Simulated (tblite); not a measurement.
Compound: C4H5F2NSi.
SMILES with atom numbers: `[N:1]#[C:2][C@H:3]([SiH3:4])/[C:5]([F:6])=[CH:7]\[F:8]` (hydrogens: H9 on C3; H10, H11, H12 on Si4; H13 on C7)

Structure used (GFN2-xTB), in Å, numbered top down from 1:
```
atom  x, y, z in Å
N1    -1.4020   -2.3415   -1.1760
C2    -0.8483   -1.5450   -0.5710
C3    -0.1850   -0.5241    0.1878
Si4   -1.5214    0.7762    0.7400
C5     0.8758    0.1307   -0.6214
F6     0.4480    0.7253   -1.7546
C7     2.1668    0.2222   -0.3341
F8     2.6650   -0.3351    0.7811
H9     0.2754   -0.9840    1.0658
H10   -0.7790    1.7888    1.4900
H11   -2.4675    0.0416    1.5744
H12   -2.1381    1.3200   -0.4636
H13    2.9058    0.7254   -0.9361
```

Method: GFN2-xTB as coded in tblite; computed harmonic values from a numerical Hessian at the method's own geometry, unscaled. The method is semi-empirical: single wavenumbers can be off by several per cent or more. Modes of hydrogen on silicon can be 10 to 20 % off. One conformer, not necessarily the lowest.

Harmonic wavenumbers (cm⁻¹): 28.3, 112.3, 116.1, 123.4, 137.3, 215.2, 297.5, 373.2, 443.8, 467.3, 520.4, 541.5, 561.6, 592.4, 708.7, 749.7, 762.6, 764.5, 779.2, 884.1, 1031.9, 1075.0, 1111.4, 1168.2, 1228.2, 1270.0, 1730.8, 2293.3, 2317.4, 2338.6, 2399.5, 2961.4, 3110.7.

A = 1992, B = 1193, C = 1044 MHz; mass 133.016 u (most abundant isotopes); point group C1, symmetry number 1.

Problem. What is the zero-point energy?

Solution. ½Σν̃ = 16608 cm⁻¹ = 198.67 kJ/mol.

Problem. Entropy at 350 K, 1 bar (ideal gas, RRHO, classical rotation)?

Solution. Translation 173.18, rotation 124.39, vibration 137.64: S = 435.2 J/(mol K).

Problem. And Cp and H(350 K) − H(0)?

Solution. Cp = 164.29 J/(mol K), of which vibrations give 131.03 (their classical limit is 33 R = 274.4); H(350 K) − H(0) = 36.10 kJ/mol without the zero-point energy, 24.46 from vibrations.

Problem. Which modes carry the vibrational entropy at 350 K?

Solution. 28.3 cm⁻¹: 26.21; 112.3 cm⁻¹: 14.81; 116.1 cm⁻¹: 14.54; 123.4 cm⁻¹: 14.05; 137.3 cm⁻¹: 13.18; 215.2 cm⁻¹: 9.60 J/(mol K); the other 27 give 45.25 together.

Problem. How do the functions run with temperature in this model?

Solution. 
```tsv
T (K)	S (J/(mol K))	Cp (J/(mol K))	H − H(0) (kJ/mol)	G − H(0) (kJ/mol)	ln q(vib)
100	293.1	76.4	5.44	-23.87	1.93
200	357.7	114.6	14.98	-56.56	4.46
300	411.0	149.6	28.25	-95.06	6.94
500	499.9	198.0	63.44	-186.48	11.64
800	602.6	238.4	129.53	-352.59	17.91
1000	657.7	255.0	178.97	-478.77	21.59
```

q(vib) and H(0) count from the zero-point level.

Problem. Blend soft modes into free rotors: weight 1/[1 + (100 cm⁻¹/ν̃)⁴] for the oscillator and the rest for a rotor with moment μB/(μ + B), μ = h/(8π²ν), B = 10⁻⁴⁴ kg m². What vibrational entropy results?

Solution. 126.33 J/(mol K) in place of 137.64, which changes −T·S at 350 K by +3.96 kJ/mol.

Problem. What must be added to the electronic energy to get the Gibbs energy at 350 K and 1 bar?

Solution. ZPE + [H(350 K) − H(0)] − T·S = 198.67 + 36.10 − 152.32 = 82.45 kJ/mol.

Hindered rotation and anharmonicity are outside this model. Other conformers, if any are populated, would add a mixing term that is left out. The structure is chiral; the term R ln 2 for an equal mix with its mirror image is left out.
